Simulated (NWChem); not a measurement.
C2H4BFO2; SMILES FB1OCCO1

```xyz
10

F      0.0000     0.0000    -2.0862
B      0.0000     0.0000    -0.7694
O     -0.0492    -1.1443    -0.0350
C      0.0699    -0.7690     1.3266
C     -0.0699     0.7690     1.3266
O      0.0492     1.1443    -0.0350
H     -0.7104    -1.2671     1.9221
H      1.0507    -1.0980     1.7091
H      0.7104     1.2671     1.9221
H     -1.0507     1.0980     1.7091
```
Atoms are numbered in this order, from 1.

Computed with NWChem. Pople sets run with spherical d functions. Structure relaxed at the PBE0/def2-SVP level. LC-ωPBE (HJS hole) with 6-31G*; x = 1 − exp(−ω/0.25 bohr⁻¹) is a scale chosen for this fit.

```
row           x  −ε(HOMO) (eV)
--------  -----  -------------
ω = 0.05  0.181           7.19
ω = 0.15  0.451           8.58
ω = 0.25  0.632       withheld
ω = 0.60  0.909          11.90
ω = 0.80  0.959          12.47
```

**Question.** Fit a straight line of the last column on the one before it, predict the withheld value, and compare with the run.

**Answer.** 
1. Means of the 4 shown rows: x = 0.6250, y = 10.035. Slope Σ(x − x̄)(y − ȳ)/Σ(x − x̄)² = 2.859/0.4196 = 6.814; intercept 5.776.
2. The shown rows scatter about the line by 0.184 (root mean square); the largest residual is -0.27, at ω = 0.15.
3. At x = 0.632 (ω = 0.25; inside the shown range) the line gives 10.08.
4. The run gives 9.69, -0.39 from the line, 2.1 times the scatter.
